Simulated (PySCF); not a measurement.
## Calculated NMR data

PySCF calculation with σ from GIAO-PBE0/pcSseg-1 and GFN2-xTB structure; one conformer, no relativistic terms, one averaged value for each set of equivalent atoms, no solvent model.

Scale: 1H (σ = 31.72 ppm), 13C (σ = 186.93 ppm) vs TMS (reference shieldings calculated alike). Splittings of carbon signals by F and P are missing where no couplings were computed. Where no couplings were computed, multiplicities follow the n + 1 count of equivalent neighbours, and m marks all less simple cases (inequivalent or close neighbours, rings, F or P nearby). Shifts are as computed. Against solution values, carbons near 30 ppm lie about +3 ppm off and those near 130 ppm about +5 ppm; carbons on Cl a further +6 ppm. Of 1211 compounds with measured shifts, 218 miss one by over three times the rms of a fit or turn the order of signals round; such compounds aren't used in these exercises. Carbons bonded to Cl come out too deshielded. OH and NH positions are gas-phase values without hydrogen bonding to other molecules.

**1.** `O[SiH2]OC1=C(C#CC)[C@@H]1F`, C6H7FO2Si. 1H NMR (400 MHz, computed): δ 5.23 (m, 1H), 5.14 (m, 1H), 5.01 (m, 1H), 2.31 (s, 3H), 1.99 (br s, 1H). 13C{1H} NMR (computed): δ 139.7, 103.1, 85.7, 73.9, 72.5, 6.1.

**2.** `[Si@H]1(O)C=C[Si@H](CCl)C=C1`, C5H9ClOSi2. 1H NMR (400 MHz, computed): δ 7.61 (m, 2H), 7.54 (m, 2H), 5.00 (m, 1H), 4.61 (m, 1H), 2.89 (d, 2H), 1.51 (br s, 1H). 13C{1H} NMR (computed): δ 162.5, 155.4, 34.6.
